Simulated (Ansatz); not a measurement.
Total energies of the cluster As5⁺ (the lowest singlet isomer of a short search) from Ansatz at PBE-D4/def2-TZVP, gas phase (1 Eh = 27.2114 eV = 2625.5 kJ/mol). The reference geometry is relaxed at PBE-D4/def2-SVP.

```xyz
5

As    1.337   -1.146   -0.238
As    0.309    0.575   -1.654
As    0.650    1.093    0.858
As   -1.662    0.599   -0.192
As   -0.634   -1.121    1.225
```

```json
{"state": "charge 1 singlet", "geometry": "reference", "energy (Eh)": "-11177.61055"}
{"state": "charge 0 doublet", "geometry": "reference", "energy (Eh)": "-11177.83008"}
{"state": "charge 1 triplet", "geometry": "relaxed at PBE-D4/def2-SVP", "energy (Eh)": "-11177.56243"}
{"state": "charge 1 quintet", "geometry": "relaxed at PBE-D4/def2-SVP", "energy (Eh)": "-11177.51976"}
```

(1) Work out the vertical electron affinity, to the doublet.

(2) Which of the charge 1 states is lowest, and how far above it are the others?

(1) E(charge 1 singlet) − E(charge 0 doublet) = -11177.61055 − (-11177.83008) = 0.21953 Eh = 5.97 eV.

(2) The singlet. triplet: -11177.56243 − (-11177.61055) = 0.04812 Eh = 126.3 kJ/mol; quintet: -11177.51976 − (-11177.61055) = 0.09079 Eh = 238.4 kJ/mol. The triplet differs in its bonds from the reference. The quintet differs in its bonds from the reference.

The structure comes from a short search, and lower isomers may exist.
